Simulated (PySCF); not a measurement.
PySCF input for C2H7ClSi3, SMILES [Si@@H]1(Cl)C=C[SiH2][SiH2]1, PBE/pcSseg-1. The structure is a stationary point at B3LYP-D3(BJ)/def2-SVP. The structure was generated by enumeration; whether it is a known compound was not checked.

```python
import numpy as np
from pyscf import gto, scf, dft
from pyscf.prop.nmr import rks as nmr

mol = gto.M(
    atom='''
    Cl    2.39375435    0.44277080   -1.03129937
    Si    1.05050337   -0.00468257    0.51295129
    C     0.24875279   -1.67021029    0.16141021
    C    -1.07943733   -1.80303197   -0.04552782
    Si   -2.29019221   -0.34486637   -0.00478346
    Si   -0.81962434    1.42149765    0.50561687
    H     1.84803260   -0.05135432    1.77031453
    H     0.88719263   -2.56398230    0.10984433
    H    -1.47727251   -2.80758457   -0.25222936
    H    -2.98493443   -0.21257617   -1.32009696
    H    -3.33203959   -0.57140468    1.04143387
    H    -0.73204602    2.47531327   -0.54310839
    H    -1.08826480    2.03665693    1.83765099
    ''',
    basis='pcSseg-1',
    charge=0,
    spin=0,
    max_memory=1600,
    verbose=3,
)
mf = dft.RKS(mol, xc='pbe').density_fit(auxbasis='def2-universal-jkfit')
mf.grids.level = 3
mf.conv_tol = 1e-10
mf.max_cycle = 100
mf.kernel()
n = nmr.NMR(mf)
n.verbose = 2
n.max_cycle_cphf = 60
sigma = n.kernel()
print('atom   isotropic/ppm   span/ppm')
for i, s in enumerate(sigma):
    w = np.linalg.eigvalsh((s + s.T) / 2)
    print(f'{mol.atom_symbol(i):2s}{i + 1:3d} {w.mean():14.3f} {w[2] - w[0]:11.3f}')
```

Program output:

```
converged SCF energy = -1408.33952066035
atom   isotropic/ppm   span/ppm
Cl  1        936.227     132.013
Si  2        319.316     105.786
C   3         18.191     245.393
C   4         21.876     248.299
Si  5        396.942     129.280
Si  6        463.420      65.777
H   7         25.190       8.671
H   8         23.631       4.469
H   9         23.669       3.763
H  10         26.539       8.839
H  11         26.727       9.043
H  12         27.977       9.437
H  13         27.940       9.863
```

Self-consistency was reached.

Cost: around 60 core-seconds (rough).
